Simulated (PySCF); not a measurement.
From one molecule to another.

First species: C4H14SSi3.
SMILES: `C/C=C\[SiH2][SiH2]SC[SiH3]`

Second species: C₆H₁₂N₂Si.
SMILES: `C=CN([C@@H](C)CC#N)[SiH3]`

Levels: PBE0/pcSseg-1 for dipole moment, HOMO energy, LUMO energy and HOMO–LUMO gap; GFN2-xTB for rotational constant A and rotational constant C. Geometries: GFN2-xTB. Each structure is a single optimised conformer of the isolated species, non-relativistic unless stated. Electronic properties by PySCF.

The conformers computed, where there is a choice (atom-mapped SMILES and torsion angles):
- `[CH3:1]/[CH:2]=[CH:3]\[SiH2:4][SiH2:5][S:6][CH2:7][SiH3:8]`: C2–C3–Si4–Si5 -68°, C3–Si4–Si5–S6 -55°, Si4–Si5–S6–C7 64°, Si5–S6–C7–Si8 -175°
- `[CH2:1]=[CH:2][N:3]([SiH3:4])[C@@H:5]([CH3:6])[CH2:7][C:8]#[N:9]`: C1–C2–N3–Si4 -5°, C2–N3–C5–C6 -59°, N3–C5–C7–C8 167°

Problem. Which of the two has the higher dipole moment, and by how much?

Solution. The second: 2.89 D against 2.78 D, a difference of 0.11 D.

Problem. Which has the higher rotational constant A?

Solution. The second: 2.355 GHz against 1.144 GHz, a difference of 1.211 GHz.

Problem. Which of the two has the higher HOMO–LUMO gap, and by how much?

Solution. The second: 6.67 eV against 5.81 eV, a difference of 0.86 eV.

Problem. Which of the two has the higher rotational constant C, and by how much?

Solution. The second: 0.680 GHz against 0.456 GHz, a difference of 0.224 GHz.

Problem. Which has the higher LUMO energy?

Solution. The second: 0.34 eV against -0.78 eV, a difference of 1.12 eV.

Problem. Which has the higher HOMO energy?

Solution. The second: -6.33 eV against -6.59 eV, a difference of 0.26 eV.

On the first: The dipole equals about 9.3 × 10⁻³⁰ C·m (1 D = 3.33564 × 10⁻³⁰ C·m). A dipole of 2.78 D is allowed in C1, and pure rotational transitions are dipole-allowed.

On the second: The dipole equals about 9.7 × 10⁻³⁰ C·m (1 D = 3.33564 × 10⁻³⁰ C·m).
